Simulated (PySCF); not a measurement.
BH3N, SMILES B[NH] (connectivity only; charge and spin as stated), charge -1, multiplicity 1.

Coordinates come from a PBE0-D3(BJ)/def2-TZVPD optimisation. The spin state was assumed, not searched. The isomer is the one that the SMILES or the coordinates give; other isomers of the formula were not compared.

The numbers are results of PBE0-D3(BJ)/def2-TZVPD (PySCF), not measurements.

No scaling factor is applied to the harmonic values.

Computed vibrational spectrum:
| mode | ν (cm⁻¹) | IR (km/mol) | Raman (Å⁴/amu) | depolarisation | moving atoms (share of kinetic energy) |
|---|---|---|---|---|---|
| 1 | 815 | 50.5 | 5.6 | 0.11 | H 91 % |
| 2 | 902 | 33.7 | 0.8 | 0.75 | H 91 %, N 8 % |
| 3 | 937 | 4.3 | 2.5 | 0.75 | H 71 %, B 28 % |
| 4 | 1096 | 57.6 | 27.4 | 0.28 | H 69 %, B 16 %, N 15 % |
| 5 | 1158 | 8.5 | 8.9 | 0.14 | H 87 %, N 12 % |
| 6 | 1423 | 142.4 | 61.3 | 0.15 | B 56 %, N 32 %, H 12 % |
| 7 | 2212 | 620.8 | 253.2 | 0.49 | H 91 %, B 9 % |
| 8 | 2299 | 423.0 | 190.4 | 0.35 | H 93 % |
| 9 | 3437 | 52.1 | 183.4 | 0.46 | H 93 % |
